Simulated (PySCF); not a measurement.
C3H6O, SMILES C=C(C)O.

Geometry: PBE0-D3(BJ)/def2-SVP. One conformer was computed; it need not be the lowest.

Method: PySCF with PBE0/def2-TZVP.

Symmetry labels are those of the subgroup Cs that the program uses (full group Cs).

Computed valence orbital energies around the gap with their symmetry:
```csv
orbital,symmetry,energy (eV)
HOMO−7,A',-13.80
HOMO−6,A',-13.06
HOMO−5,A",-12.27
HOMO−4,A',-11.18
HOMO−3,A',-10.48
HOMO−2,A",-10.33
HOMO−1,A',-10.27
HOMO,A",-6.55
LUMO,A",0.88
LUMO+1,A',1.04
LUMO+2,A',2.06
LUMO+3,A',2.73
```
